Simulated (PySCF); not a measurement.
Electrostatic solvation of a mixed set.

Computed with PySCF at B3LYP/def2-SVPD, non-relativistic, each on one gas-phase PBE0-D3(BJ)/def2-SVP geometry that isn't relaxed in the solvent. The solvent is an IEF-PCM continuum (van der Waals radii × 1.2). Specific hydrogen bonds and non-electrostatic terms are outside this model.

Task: Order them by E(solvent) − E(gas) in chloroform (ε = 4.711), most negative first (kcal/mol).
A. `[CH:1]#[C:2][C:3]1=[C:4]([N:5]=[CH2:6])[CH:7]=[CH:8][CH2:9]1` with C3–C4–N5–C6 48°
B. `[CH3:1][CH2:2][CH2:3][S:4](=[O:5])(=[O:6])[Cl:7]` with C1–C2–C3–S4 72°, C2–C3–S4–O5 175°
C. ortho-tolunitrile (`C(#N)c1ccccc1C`)
D. `[CH2:1]=[C:2]=[CH:3][c:4]1[cH:5][cH:6][cH:7][cH:8][n:9]1` with C2–C3–C4–C5 0°
E. meta-tolunitrile (`C(c1cccc(c1)C)#N`)

Result: B (-5.2), E (-4.9), C (-4.7), A (-3.9), D (-3.3).

```
           SMILES  charge  ΔE (kcal/mol)  polarisation term (kcal/mol)  HOMO shift (eV)  dipole gas (D)  dipole solvent (D)  atoms  lowest singlet, gas (eV)  lowest singlet, solvent (eV)
   CCCS(=O)(=O)Cl       0           -5.2                          -6.0            -0.01            4.31                5.27     14                      5.30                          5.36
   Cc1cccc(C#N)c1       0           -4.9                          -5.7            +0.16            5.03                6.23     16                      4.94                          4.86
     Cc1ccccc1C#N       0           -4.7                          -5.4            +0.13            4.38                5.50     16                      4.92                          4.84
C#CC1=C(N=C)C=CC1       0           -3.9                          -4.3            -0.04            1.29                1.66     16                      3.50                          3.48
    C=C=Cc1ccccn1       0           -3.3                          -3.8             0.00            2.12                2.83     16                      4.53                          4.67
```

The polarisation term is half the interaction of the solute with the induced surface charges. Singlets are vertical TDDFT energies (frozen core, non-equilibrium response), the lowest in each medium.
